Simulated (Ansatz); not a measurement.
C₃H₈AlCl, SMILES `CC(Cl)[CH2][AlH2]`. Charge 0, multiplicity 1. All single points use the PBE0-D4/def2-TZVP geometry. It is one conformer, not always the lowest.

```xyz
13

C    -1.387    0.194   -0.714
C    -0.628    0.503    0.556
Cl   -1.799    0.437    1.948
C     0.538   -0.421    0.798
Al    1.978   -0.337   -0.538
H    -0.730    0.332   -1.581
H    -1.743   -0.838   -0.706
H    -2.246    0.854   -0.835
H    -0.302    1.545    0.552
H     0.997   -0.207    1.772
H     0.186   -1.458    0.869
H     3.104   -1.455   -0.530
H     2.033    0.852   -1.591
```

Problem. What is the dipole moment at PBE/def2-TZVPP? (An estimate is asked.)

Solution. Computed: 1.62 D, with components (1.05, -0.15, -1.22) D in this frame, pointing from negative to positive charge.

Problem. And with r2SCAN, B3LYP, ωB97M-V? (Best estimate.)

Solution. Ansatz gave: r2SCAN 1.76 D, B3LYP 1.73 D, ωB97M-V 1.71 D.

Problem. Give the Mulliken charges with PBE, r2SCAN, B3LYP in def2-TZVPP. (An estimate is asked.)

Solution. Ansatz gave: 
```csv
atom,PBE,r2SCAN,B3LYP
C1,-0.25,-0.16,-0.25
C2,0.07,0.17,0.08
Cl3,-0.20,-0.22,-0.21
C4,-0.28,-0.30,-0.30
Al5,0.35,0.49,0.43
H6,0.08,0.05,0.07
H7,0.09,0.06,0.09
H8,0.10,0.06,0.10
H9,0.10,0.05,0.10
H10,0.09,0.06,0.09
H11,0.09,0.06,0.08
H12,-0.11,-0.15,-0.13
H13,-0.12,-0.16,-0.14
```

B3LYP here is the variant with VWN-RPA as its local correlation; programs differ in this.
